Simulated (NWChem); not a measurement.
Molecule: AlH3SO; SMILES [OH][AlH][SH]

```xyz
6

Al    -0.4720    -0.5887     0.0000
H     -1.9946    -1.0072     0.0000
O      0.8135    -1.7034     0.0000
H      0.7470    -2.6593     0.0000
S      0.0997     1.5134     0.0000
H      1.4197     1.2183     0.0000
```
Atoms are numbered in this order, from 1.

Structure relaxed at the PBE0/def2-SVP level.

Task: Give the principal values of the shielding tensors (ppm) of Al1, O3, S5 from B3LYP/6-31G* (spherical d), GIAO (NWChem), with their diamagnetic and paramagnetic parts as GIAO splits them.

Result: 
| atom | σ11 | σ22 | σ33 | isotropic | diamagnetic | paramagnetic |
|---|---|---|---|---|---|---|
| Al1 | 406.6 | 423.8 | 477.5 | 436.0 | 797.5 | -361.5 |
| O3 | 177.9 | 289.7 | 304.5 | 257.4 | 389.1 | -131.7 |
| S5 | 609.1 | 726.3 | 862.8 | 732.7 | 1057.3 | -324.5 |
